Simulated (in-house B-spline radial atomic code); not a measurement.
Settings and results of a run for Pd. Method: Dirac-Hartree-Fock, average of configuration, Fermi nucleus of rms radius 4.5318 fm, inside a hard spherical wall at 7.48 bohr. Calculated with a radial B-spline atomic code at the basis-set limit.

Command:
```bash
python run_scf.py task.json out
```
Settings (nuclear radius in fm, mass in u):
```
Z                46
configuration    [Ar] 3d10 4s2 4p5 4d10 4f1
hamiltonian      dirac
method           hf
spin_polarised   False
nucleus          fermi
rms_radius       4.5318
atomic_mass      105.90348
speed_of_light   137.035999084
wall_radius      7.48
```

Output (hartree, bohr):
```
 radial grid: 64 intervals, B-splines of order 8, outer radius 7.48 bohr

 iter        energy (Eh)    residual
    1       -5040.043572    5.60e-01
    2       -5040.846681    1.57e-01
    3       -5041.914621    2.07e-02
    4       -5041.937828    3.54e-03
    5       -5041.938403    1.92e-03
    6       -5041.938545    4.65e-04
    7       -5041.938559    3.01e-05
    8       -5041.938559    2.04e-06
    9       -5041.938559    1.22e-06
   10       -5041.938559    1.65e-07

 total energy                     -5041.93856
 kinetic                            5267.6487
 electron-nucleus                 -12215.5448
 electron-electron                  1905.9575

 first-order corrections (not in the total)
   Gaunt                             3.6854
   retardation                      -0.3711
   frequency dependence             -0.0274
   self-energy                       2.4879
   Uehling                          -0.3041
   Wichmann-Kroll                    0.0054

 orbital      occ     eigenvalue          <r>       <r^2>       <1/r>     <1/r^3>       r_max    small
 1s1/2      2.000      -900.4882    0.0318437  0.00137042     48.2414           -     0.02066  2.84e-02
 2s1/2      2.000      -134.8012     0.137728   0.0224296     11.1126           -      0.1167  5.94e-03
 2p1/2      2.000      -124.6571     0.117232   0.0168829     11.0548           -     0.09061  5.91e-03
 2p3/2      4.000      -118.7672     0.122156   0.0182044     10.4221     3243.06     0.09474  5.69e-03
 3s1/2      2.000       -25.8831     0.376844    0.162516      3.8837           -      0.3409  1.66e-03
 3p1/2      2.000       -21.8268     0.370061    0.159237     3.77596           -      0.3283  1.60e-03
 3p3/2      4.000       -20.7660     0.380455    0.168116     3.62585     578.517      0.3378  1.54e-03
 3d3/2      4.000       -13.6656     0.354168    0.149403     3.44923     87.6413      0.2811  1.42e-03
 3d5/2      6.000       -13.4566     0.357579    0.152148     3.40977     82.8066      0.2839  1.40e-03
 4s1/2      2.000        -4.0821     0.951195     1.02478     1.43844           -      0.8521  3.88e-04
 4p1/2      1.667        -2.8177      1.02346     1.20002     1.32297           -      0.8947  3.40e-04
 4p3/2      3.333        -2.6448      1.05174     1.26754     1.27933     88.1357      0.9179  3.25e-04
 4d3/2      4.000        -0.5807      1.41095     2.41279    0.949874     7.73211       1.075  1.91e-04
 4d5/2      6.000        -0.5593        1.433     2.49207    0.934999     7.17624       1.087  1.86e-04
 4f5/2      0.429         0.2215      4.87661     24.8704    0.217272   0.0139511       5.074  1.20e-05
 4f7/2      0.571         0.2212      4.87473     24.8541    0.217397   0.0139941       5.073  1.20e-05
```

Cost of the run: 1.2 s on 1 thread of Arm Neoverse V2 (shared host).

For the Dirac Hamiltonian the kinetic term is c α·p + (β - 1)c².
